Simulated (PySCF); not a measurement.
**Ionisation energy of Zn⁺ by level of theory**

Zn⁺ [Ar] 3d10 4s1 (2S) → Zn²⁺ [Ar] 3d10 (1S), as a difference of total energies. Calculation: PySCF 2.14, in def2-SVP (5s3p2d1f, 31 functions); no relativity, point nucleus. Correlated levels: valence: [Ar] frozen. The calculations carry no spin-orbit coupling.

| method | ionisation energy (eV) |
| --- | --- |
| UHF | 16.432 |
| LDA | 18.189 |
| MN15 | 17.267 |
| MP2 (valence) | 16.785 |
| SCS-MP2 (valence) | 16.736 |
| CCSD (valence) | 16.755 |
| CCSD(T) (valence) | 16.777 |

Question: How much does correlation contribute at CCSD(T) (valence)?

Answer: 16.777 − (16.432) = 0.345 eV, measured against UHF.

These non-relativistic numbers lack the scalar-relativistic shift.

Errors of the correlated levels include the incompleteness of this basis and the frozen core.

For comparison: 17.964 eV (measured; NIST Atomic Spectra Database, ionization energies).
